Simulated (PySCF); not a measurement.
## Atomic charges by several schemes

Compound: C₄H₁₃NSSi.
Structure used (GFN2-xTB), in Å, numbered top down from 1:
```
atom  x, y, z in Å
C1    -1.0080   -1.2570    1.6498
C2    -1.4735   -0.0766    0.8069
C3    -0.6158    0.1019   -0.4510
C4    -1.1821    1.2006   -1.3506
N5     0.7537    0.3825   -0.0787
Si6    2.1033   -0.1723   -0.9613
S7     3.8314    0.4600    0.1514
H8     0.0321   -1.1268    1.9377
H9    -1.0923   -2.1826    1.0850
H10   -1.6114   -1.3455    2.5500
H11   -2.5122   -0.2248    0.5062
H12   -1.4240    0.8395    1.4008
H13   -0.6010   -0.8396   -1.0094
H14   -1.2185    2.1456   -0.8120
H15   -0.5511    1.3249   -2.2276
H16   -2.1882    0.9479   -1.6749
H17    0.8301    1.2340    0.4611
H18    2.0580   -1.6308   -0.9768
H19    2.3523    0.3770   -2.2925
H20    3.5118   -0.1471    1.2831
```

Density: PBE0/pcSseg-1 (PySCF); schemes: Mulliken, IAO, Hirshfeld and ESP-fitted. One conformer (not necessarily the lowest) at the GFN2-xTB geometry, without solvent, vibrations or thermal averaging.

Question: Do the Mulliken, IAO, Hirshfeld and ESP-fitted schemes agree on where the charge is lowest?

Answer: The schemes don't all agree: Mulliken N5 (-0.631); IAO N5 (-0.686); Hirshfeld N5 (-0.233); ESP-fitted C4 (-0.609).

Question: Do the Mulliken, IAO, Hirshfeld and ESP-fitted schemes agree on where the charge is highest?

Answer: The schemes don't all agree: Mulliken Si6 (+0.689); IAO Si6 (+0.831); Hirshfeld Si6 (+0.343); ESP-fitted C3 (+0.455).

Question: Give the atomic charges in each scheme.

Answer: In e:

```
atom                   environment  Mulliken     IAO  Hirshfeld  ESP-fitted
  C1                 methyl carbon    -0.250  -0.418     -0.123      -0.241
  C2              chain CH2 carbon    -0.213  -0.253     -0.069      -0.129
  C3  sp3 carbon bound to nitrogen    -0.166  +0.015     +0.028      +0.455
  C4                 methyl carbon    -0.173  -0.429     -0.126      -0.609
  N5        silicon-bound nitrogen    -0.631  -0.686     -0.233      -0.556
 Si6                  SiH2 silicon    +0.689  +0.831     +0.343      +0.436
  S7     sulfur bonded to Si and H    -0.416  -0.334     -0.158      -0.411
  H8               methyl hydrogen    +0.117  +0.143     +0.031      +0.049
  H9               methyl hydrogen    +0.104  +0.135     +0.037      +0.060
 H10               methyl hydrogen    +0.114  +0.140     +0.039      +0.078
 H11            methylene hydrogen    +0.115  +0.131     +0.039      +0.043
 H12            methylene hydrogen    +0.105  +0.125     +0.036      +0.059
 H13              methine hydrogen    +0.111  +0.124     +0.038      +0.024
 H14               methyl hydrogen    +0.100  +0.136     +0.039      +0.146
 H15               methyl hydrogen    +0.117  +0.141     +0.038      +0.143
 H16               methyl hydrogen    +0.109  +0.139     +0.041      +0.138
 H17                  N–H hydrogen    +0.196  +0.255     +0.110      +0.257
 H18                 Si–H hydrogen    -0.084  -0.144     -0.083      -0.110
 H19                 Si–H hydrogen    -0.095  -0.153     -0.083      -0.047
 H20                  S–H hydrogen    +0.151  +0.102     +0.055      +0.216
```

Mean size of the charges over all atoms: IAO 0.242 e, ESP-fitted 0.210 e, Mulliken 0.203 e, Hirshfeld 0.087 e. Each set sums to the total charge, 0, to within 0.001 e. The IAO scheme counts the electrons in orthogonalised intrinsic atomic orbitals, a minimal basis polarised so that it spans the occupied orbitals exactly.

Question: How closely do the schemes follow one another over all atoms?

Answer: Correlation coefficient and root-mean-square difference: IAO with Hirshfeld 0.98, 0.201 e; Mulliken with IAO 0.96, 0.094 e; Mulliken with Hirshfeld 0.96, 0.156 e; IAO with ESP-fitted 0.86, 0.161 e; Hirshfeld with ESP-fitted 0.85, 0.186 e; Mulliken with ESP-fitted 0.76, 0.186 e.

Question: Sum the charges by element, for elements with more than one atom.

Answer: 
| element | atoms | Mulliken | IAO | Hirshfeld | ESP-fitted |
| --- | --- | --- | --- | --- | --- |
| C | 4 | -0.802 | -1.085 | -0.290 | -0.524 |
| H | 13 | +1.159 | +1.275 | +0.337 | +1.056 |

Question: How many electrons does the ESP-fitted scheme count on C2?

Answer: Z − q = 6 − (-0.129) = 6.129.
